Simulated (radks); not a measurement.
Values are calculated unless marked as measured or tabulated.
Spherical quantum dot in the effective-mass picture: electrons in a well V = -V0 / (1 + exp((r - R)/a)) with V0 = 7.94, R = 5.47, a = 0.47, with a point charge +1 (a donor) at the centre, all in effective atomic units (hartree* = m*/eps^2 hartree, bohr* = eps/m* bohr), one dielectric constant everywhere. Level of theory: non-relativistic Kohn-Sham, LDA (Slater exchange, Perdew-Wang correlation), spin-polarised, spherical densities (a radial shooting solver with Libxc functionals). Levels are named by radial order and angular momentum (1s, 1p, 1d, 2s, ...), and open shells are averaged over m. At N = 8 the configuration is 1s2 1p6. Does electron 9 go into 2s up or 1d up?

Answer. Into 2s up. The total energies of the other choices lie higher by 0.0126 hartree* (1d up).
